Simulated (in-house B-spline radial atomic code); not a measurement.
PBE hybrid excitations of F7+

Method: PBE hybrid with 0.1 exact exchange. Computed with a B-spline radial code for spherical atoms: linear response of the closed shell 1s2 with the functional's adiabatic kernel; non-relativistic, point nucleus, no spin-orbit coupling, no double excitations, S, P, D and F terms only.

Command:
```bash
python run_td.py task.json out
```
Settings (radii: box in bohr, nucleus in fm):
```
Z                        9
electrons                2
configuration            1s2
hamiltonian              nr
method                   pbeh
box_radius               12.81
exact_exchange_fraction  0.1
intervals                47
```

Cost of the run: 0.1 s on 1 thread of Arm Neoverse N1, on a shared host.

The lowest states, in the order of their Tamm-Dancoff energies; the method's threshold (minus the highest occupied level) is 905.11 eV. Labels give the largest channel, * marks a mixed state, and oscillator strengths are full-response dipole values. Semilocal kernels can invert the small singlet-triplet splittings of Rydberg terms. Energies in eV:

| state | full response | Tamm-Dancoff | oscillator strength |
| --- | --- | --- | --- |
| 1s → 2s 3S | 704.71 | 704.74 | - |
| 1s → 2s 1S | 713.33 | 713.44 | - |
| 1s → 2p 3P | 714.53 | 714.56 | - |
| 1s → 2p 1P | ? | ? | ? |
| 1s → 3s 3S | 821.52 | 821.53 | - |
| 1s → 3s 1S | ? | ? | - |
| 1s → 3p 3P | 824.58 | 824.59 | - |
| 1s → 3p 1P | 826.08 | 826.09 | 0.131 |
| 1s → 3d 3D | 827.25 | 827.25 | - |
| 1s → 3d 1D | 827.30 | 827.30 | - |
| 1s → 4s 3S | 859.25 | 859.25 | - |
| 1s → 4s 1S | 860.09 | 860.10 | - |
| 1s → 4p 3P | 860.51 | 860.52 | - |
| 1s → 4p 1P | 861.12 | 861.12 | 0.0493 |
| 1s → 4d 3D | 861.51 | 861.51 | - |
| 1s → 4d 1D | 861.54 | 861.54 | - |

Q: Where does 1s → 3s 1S lie?

A: At 823.63 eV in full response, 823.65 eV in Tamm-Dancoff.

Q: Where does 1s → 2p 1P lie?

A: At 720.48 eV in full response, 720.51 eV in Tamm-Dancoff, oscillator strength 0.656.

Q: How large is the singlet-triplet splitting of 1s → 2s (S terms) in Tamm-Dancoff?

A: 8.71 eV, from the unrounded values.

Q: What polarisabilities and dispersion coefficient does the method give?

A: Dipole 0.001653 bohr³, quadrupole 8.089e-05 bohr⁵, C6 6.382e-05 hartree·bohr⁶ for two such species.
